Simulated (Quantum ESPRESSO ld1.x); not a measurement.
Question: These are the eigenvalues of the occupied orbitals of an atom or ion with whole-number occupations (hartree). Calculated with ld1.x of Quantum ESPRESSO 7.5: Dirac Kohn-Sham, PBE, spin-unpolarised, spherical densities, point nucleus.

| orbital | eigenvalue |
|---|---|
| 1s1/2 | -7.76048 |
| 2s1/2 | -1.15669 |

Which element is it, and in what charge state? The configuration may be excited. Open shells, if any, fill j = l - 1/2 first.

Answer: Z = 5, boron, charge +2: B2+ in [He] 2s1. The 1s level, -7.7605 hartree, gives Z - s = 3.9 by -(Z - s)^2/2, which with screening and relativity narrows Z to a few neighbours, and the depths must fix Z and the occupations together.
